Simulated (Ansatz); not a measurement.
A made-up structure of AlBH$_{3}$I, closed shell:

```
atom    x (Å)    y (Å)    z (Å)
  B1  -0.7928   0.3152  -0.8250
 Al2   0.5474   0.0643   0.7819
  I3   1.7185  -2.1328   0.6982
  H4  -1.9316  -0.0528  -0.7681
  H5  -0.4494   0.7806  -1.8742
  H6  -0.5365   0.2121   0.2914
```

It is relaxed with PBE-D4/def2-SVP and then PBE0-D4/def2-TZVP (Ansatz 0.2.0). Atoms count as bonded within 1.22 times the sum of their covalent radii (H–H: 0.88 Å). The end point is not checked to be a true minimum.

(1) Does its bonding change? (A judgement: the text doesn't fix the answer.)

Results:

(1) By the calculation: Yes. Formed: none; broken: Al2–H6.

Where it ends: The first stage lowers the energy by 5.10 eV in 17 steps. It ends as AlBH₃I ([BH3][Al][I]):
| atom | x (Å) | y (Å) | z (Å) |
| --- | --- | --- | --- |
| B1 | -1.0726 | 0.1492 | -0.7732 |
| Al2 | 0.6489 | -0.4410 | 0.2487 |
| I3 | 2.7053 | -1.1442 | 1.4535 |
| H4 | -1.3445 | 1.1538 | -0.1604 |
| H5 | -0.6122 | 0.2875 | -1.8816 |
| H6 | -1.7692 | -0.8190 | -0.5829 |

Labels in which every atom is bracketed show which atoms are joined, not bond orders.

For scale, one of the runs: PBE0-D4/def2-TZVP relaxation, 136 basis functions, launched by `ansatz run in.yaml --threads 2 --pin off --events-out ev --progress --plain --max-ram 4352MiB`. Hardware: 2 CPU threads of an Arm Neoverse V2, shared host. Wall time about 44 s.
